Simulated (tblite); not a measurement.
Species: C₆H₆BN.
Bonds: C1–C2 (triple), C2–B3, B3–N4, N4–C5 (aromatic), C5–C6 (aromatic), C6–C7 (aromatic), C7–C8 (aromatic), N4–C8 (aromatic). Hydrogens: H9 on C1; H10 on B3; H11 on C5; H12 on C6; H13 on C7; H14 on C8.

Computed with GFN2-xTB (tblite), gas phase: L-BFGS steps from a force-field or distance-geometry start until the largest atomic force falls under 0.01 eV/Å.

Step 3: E = -544.3369 eV
```
atom  x, y, z in Å  |  force x, y, z in eV/Å
C1      3.4056    0.6311    0.7056   -0.571  -0.235  -0.349
C2      2.4862    0.1770    0.0582   -0.047   0.166   0.338
B3      1.3197   -0.4083   -0.7413   -0.308   0.115   0.115
N4     -0.0618   -0.2188   -0.3473   -0.023  -0.006   0.105
C5     -0.5519    0.4607    0.7632    0.111   0.048  -0.020
C6     -1.9095    0.4150    0.7992    0.160   0.048   0.079
C7     -2.3237   -0.3322   -0.3342   -0.053  -0.042  -0.010
C8     -1.1964   -0.6973   -0.9943    0.203  -0.152  -0.271
H9      4.1984    1.0368    1.2754   -0.114  -0.102  -0.152
H10     1.5842   -1.0285   -1.7232   -0.274   0.191   0.330
H11     0.0950    0.9455    1.4627    0.270   0.004  -0.009
H12    -2.5625    0.8514    1.5378    0.193  -0.052  -0.099
H13    -3.3482   -0.5561   -0.5873    0.257  -0.013  -0.067
H14    -1.1356   -1.2767   -1.8966    0.196   0.028   0.010
```

Step 4: E = -544.3586 eV
```
atom  x, y, z in Å  |  force x, y, z in eV/Å
C1      3.3976    0.6284    0.7013    0.058   0.078   0.101
C2      2.4797    0.1781    0.0624   -0.591  -0.093  -0.049
B3      1.3106   -0.4046   -0.7374   -0.097   0.095   0.108
N4     -0.0642   -0.2198   -0.3453    0.071   0.010   0.053
C5     -0.5475    0.4619    0.7621    0.026   0.076   0.079
C6     -1.9051    0.4149    0.7994    0.099   0.006   0.009
C7     -2.3220   -0.3330   -0.3343    0.226  -0.059  -0.077
C8     -1.1906   -0.6989   -0.9981   -0.145  -0.029  -0.020
H9      4.1946    1.0338    1.2710   -0.190  -0.141  -0.207
H10     1.5776   -1.0238   -1.7150   -0.256   0.151   0.257
H11     0.1015    0.9457    1.4627    0.235  -0.023  -0.054
H12    -2.5586    0.8507    1.5363    0.173  -0.035  -0.072
H13    -3.3435   -0.5567   -0.5893    0.180  -0.021  -0.070
H14    -1.1308   -1.2771   -1.8979    0.212  -0.015  -0.057
```

Step 5: E = -544.3915 eV
```
atom  x, y, z in Å  |  force x, y, z in eV/Å
C1      3.3800    0.6231    0.6928    0.630   0.355   0.504
C2      2.4553    0.1794    0.0714   -0.946  -0.253  -0.322
B3      1.2898   -0.3949   -0.7269    0.272  -0.003   0.023
N4     -0.0687   -0.2221   -0.3405    0.121   0.087   0.013
C5     -0.5372    0.4662    0.7620   -0.153   0.059   0.179
C6     -1.8938    0.4139    0.7982    0.024   0.018   0.010
C7     -2.3093   -0.3361   -0.3367   -0.080  -0.002  -0.005
C8     -1.1839   -0.7005   -1.0025   -0.142  -0.087  -0.041
H9      4.1835    1.0251    1.2580   -0.213  -0.152  -0.222
H10     1.5584   -1.0110   -1.6929   -0.182   0.020   0.024
H11     0.1200    0.9454    1.4611    0.164  -0.053  -0.108
H12    -2.5474    0.8490    1.5326    0.112  -0.011  -0.034
H13    -3.3314   -0.5588   -0.5954    0.198  -0.002  -0.031
H14    -1.1160   -1.2791   -1.9035    0.195   0.025   0.011
```

Step 6: E = -544.4060 eV
```
atom  x, y, z in Å  |  force x, y, z in eV/Å
C1      3.3706    0.6212    0.6895    0.243   0.166   0.246
C2      2.4338    0.1803    0.0777   -0.400  -0.016  -0.020
B3      1.2815   -0.3897   -0.7210    0.216  -0.058  -0.018
N4     -0.0712   -0.2218   -0.3370    0.123   0.079  -0.050
C5     -0.5329    0.4694    0.7643   -0.108  -0.001   0.124
C6     -1.8867    0.4136    0.7976   -0.133  -0.002  -0.016
C7     -2.3054   -0.3375   -0.3372    0.187   0.003  -0.038
C8     -1.1795   -0.7034   -1.0069   -0.265   0.064   0.220
H9      4.1750    1.0182    1.2478   -0.091  -0.084  -0.127
H10     1.5440   -1.0032   -1.6796   -0.099  -0.089  -0.160
H11     0.1338    0.9444    1.4586    0.104  -0.058  -0.117
H12    -2.5391    0.8478    1.5300    0.039   0.023   0.024
H13    -3.3206   -0.5600   -0.5995    0.003  -0.025  -0.043
H14    -1.1040   -1.2798   -1.9064    0.180  -0.003  -0.025
```

Problem. Estimate the geometry and energy of step 7. (The exact step hangs on the optimiser's Hessian estimate; all steps are aligned on step 6, rigid shifts and turns removed.)

Solution. E = -544.4121 eV, largest force 0.238 eV/Å
```
atom  x, y, z in Å  |  force x, y, z in eV/Å
C1      3.3665    0.6210    0.6892   -0.024   0.037   0.069
C2      2.4226    0.1824    0.0827   -0.083   0.094   0.124
B3      1.2809   -0.3887   -0.7191    0.087  -0.080  -0.048
N4     -0.0705   -0.2205   -0.3364    0.018   0.071  -0.023
C5     -0.5326    0.4705    0.7668   -0.068  -0.045   0.032
C6     -1.8862    0.4136    0.7974   -0.045   0.006  -0.004
C7     -2.3014   -0.3379   -0.3378   -0.071   0.034   0.033
C8     -1.1810   -0.7038   -1.0056    0.050  -0.006   0.057
H9      4.1709    1.0144    1.2422    0.022  -0.021  -0.038
H10     1.5366   -1.0016   -1.6769   -0.053  -0.115  -0.202
H11     0.1411    0.9432    1.4557    0.069  -0.046  -0.094
H12    -2.5352    0.8477    1.5293   -0.031   0.049   0.071
H13    -3.3162   -0.5609   -0.6018   -0.007  -0.021  -0.033
H14    -1.0963   -1.2799   -1.9077    0.137   0.044   0.055
```

The energy changes by -0.0061 eV. The first-order estimate −F·Δx gives -0.0092 eV and the mean of the old and new forces, exact on a quadratic surface, -0.0061 eV. The step makes an angle of 61° with the force vector and moves no atom by more than 0.012 Å.

The cost below is that of the whole relaxation. Time: 0.16 s of wall time. Hardware: Arm Neoverse V2, one thread, shared host with 32 logical CPUs at a one-minute load of 22.
